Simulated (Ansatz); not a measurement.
```yaml
crystal:
  periodic: [false, false, false]
  atoms:
    - {symbol: C, position_ang: [-1.826168, -1.862426, -0.366352]}
    - {symbol: C, position_ang: [-1.946833, -0.363939, -0.127642]}
    - {symbol: C, position_ang: [-2.260829, -0.066023, 1.331638]}
    - {symbol: C, position_ang: [-3.001798, 0.244289, -1.041240]}
    - {symbol: Sn, position_ang: [-0.070098, 0.578928, -0.647932]}
    - {symbol: F, position_ang: [-0.431180, 2.478189, -0.538428]}
    - {symbol: F, position_ang: [0.104298, 0.287166, -2.554215]}
    - {symbol: C, position_ang: [1.940730, 0.367369, 0.122569]}
    - {symbol: C, position_ang: [1.947327, 0.766703, 1.591405]}
    - {symbol: C, position_ang: [2.816028, 1.306680, -0.695437]}
    - {symbol: C, position_ang: [2.388127, -1.076795, -0.053676]}
    - {symbol: H, position_ang: [-2.788199, -2.345158, -0.151175]}
    - {symbol: H, position_ang: [-1.078559, -2.327399, 0.282886]}
    - {symbol: H, position_ang: [-1.569066, -2.091775, -1.403466]}
    - {symbol: H, position_ang: [-1.521230, -0.498031, 2.012072]}
    - {symbol: H, position_ang: [-2.319387, 1.007754, 1.526566]}
    - {symbol: H, position_ang: [-3.234391, -0.501052, 1.591887]}
    - {symbol: H, position_ang: [-2.784438, 0.056998, -2.095376]}
    - {symbol: H, position_ang: [-3.039924, 1.373840, -0.849011]}
    - {symbol: H, position_ang: [-3.089924, 1.323840, -0.899011]}
    - {symbol: H, position_ang: [2.972024, 0.709797, 1.980744]}
    - {symbol: H, position_ang: [1.597417, 1.791592, 1.737969]}
    - {symbol: H, position_ang: [1.330875, 0.103137, 2.204842]}
    - {symbol: H, position_ang: [2.809090, 1.048461, -1.756898]}
    - {symbol: H, position_ang: [3.852427, 1.236728, -0.339979]}
    - {symbol: H, position_ang: [2.499298, 2.347583, -0.596798]}
    - {symbol: H, position_ang: [3.424448, -1.182854, 0.292159]}
    - {symbol: H, position_ang: [1.779589, -1.774128, 0.529444]}
    - {symbol: H, position_ang: [2.358717, -1.389374, -1.100507]}
basis:
  gaussian: {orbitals: def2-TZVP}
hamiltonian: {xc: {name: rPW86-PBE}, dispersion: d4}
output: {forces: true}
```

```sh
$ ansatz run in.yaml --threads 11 --pin off --events-out ev --progress --plain --max-ram 174080MiB --backend cuda --devices 0, --max-vram 75GiB
```

It prints (some lines left out):

```
Functional definition: rPW86-PBE
2932 factors; their error is unknown
mean field evaluation 1: about -19725.1566 eV, gradient 1.4e2 eV
mean field evaluation 2: about -19620.9248 eV, gradient 2.5e2 eV
mean field evaluation 4: about -19768.6748 eV, gradient 2.0e1 eV
mean field evaluation 8: about -19769.5880 eV, gradient 2.6e-1 eV
mean field evaluation 16: about -19769.4908 eV, gradient 1.6e-3 eV
mean field -19769.49080362 eV, -726.5153867908 hartree, gradient 2.1e-5 eV, S^2 0.000000; 0 other end points of the search recorded, 0 dependent functions left out
reference -19769.49097891 eV, -726.5153932327 hartree; 53, 53 occupied and 415, 415 virtual orbitals, 2932 factors
Total energy: -19770.42496172 eV, -726.5497164678 hartree
Atom 0 at    -1.826168    -1.862426    -0.366352 Å, force    -0.386244    -0.119685    -0.420432 eV/Å
Atom 1 at    -1.946833    -0.363939    -0.127642 Å, force    -0.858707     1.299743     0.154183 eV/Å
Atom 2 at    -2.260829    -0.066023     1.331638 Å, force    -0.131493    -0.077039     0.304290 eV/Å
Atom 3 at    -3.001798     0.244289    -1.041240 Å, force    -0.464403    -6.010868    -0.154815 eV/Å
Atom 4 at    -0.070098     0.578928    -0.647932 Å, force     0.675036    -0.930391     0.809236 eV/Å
Atom 5 at    -0.431180     2.478189    -0.538428 Å, force    -0.400867     1.048729     0.010546 eV/Å
Atom 6 at     0.104298     0.287166    -2.554215 Å, force     0.023759    -0.105897    -0.979902 eV/Å
Atom 7 at     1.940730     0.367369     0.122569 Å, force     0.473426     0.102751     0.039504 eV/Å
Atom 8 at     1.947327     0.766703     1.591405 Å, force    -0.027287     0.048802     0.148468 eV/Å
Atom 9 at     2.816028     1.306680    -0.695437 Å, force     0.152086     0.104770    -0.081877 eV/Å
Atom 10 at     2.388127    -1.076795    -0.053676 Å, force     0.009444    -0.154099    -0.042395 eV/Å
Atom 11 at    -2.788199    -2.345158    -0.151175 Å, force    -0.120998    -0.019939    -0.009793 eV/Å
Atom 12 at    -1.078559    -2.327399     0.282886 Å, force     0.108514     0.146505     0.063577 eV/Å
Atom 13 at    -1.569066    -2.091775    -1.403466 Å, force     0.048326    -0.082025    -0.118249 eV/Å
Atom 14 at    -1.521230    -0.498031     2.012072 Å, force     0.173617     0.016399     0.062436 eV/Å
Atom 15 at    -2.319387     1.007754     1.526566 Å, force     0.022624     0.146531     0.092338 eV/Å
Atom 16 at    -3.234391    -0.501052     1.591887 Å, force    -0.120025    -0.010175    -0.037082 eV/Å
Atom 17 at    -2.784438     0.056998    -2.095376 Å, force    -0.130055     1.177613    -0.054031 eV/Å
Atom 18 at    -3.039924     1.373840    -0.849011 Å, force  1088.345634  1090.402070  1087.737507 eV/Å
Atom 19 at    -3.089924     1.323840    -0.899011 Å, force -1087.652026 -1086.975129 -1087.616701 eV/Å
Atom 20 at     2.972024     0.709797     1.980744 Å, force     0.135016    -0.003567     0.077630 eV/Å
Atom 21 at     1.597417     1.791592     1.737969 Å, force    -0.037870     0.124782     0.042681 eV/Å
Atom 22 at     1.330875     0.103137     2.204842 Å, force    -0.084422    -0.074708     0.090205 eV/Å
Atom 23 at     2.809090     1.048461    -1.756898 Å, force     0.017024    -0.015725    -0.131818 eV/Å
Atom 24 at     3.852427     1.236728    -0.339979 Å, force     0.175582     0.024742     0.020192 eV/Å
Atom 25 at     2.499298     2.347583    -0.596798 Å, force    -0.016503     0.134179     0.002436 eV/Å
Atom 26 at     3.424448    -1.182854     0.292159 Å, force     0.142748    -0.037000     0.046692 eV/Å
Atom 27 at     1.779589    -1.774128     0.529444 Å, force    -0.076127    -0.102324     0.066865 eV/Å
Atom 28 at     2.358717    -1.389374    -1.100507 Å, force     0.004192    -0.059046    -0.121688 eV/Å
Dipole moment:     0.120830    -0.318999     0.561097 e Å
```

In this input one atom was put on top of another. Self-consistency was reached. The result belongs to that input, not to the molecule as meant.
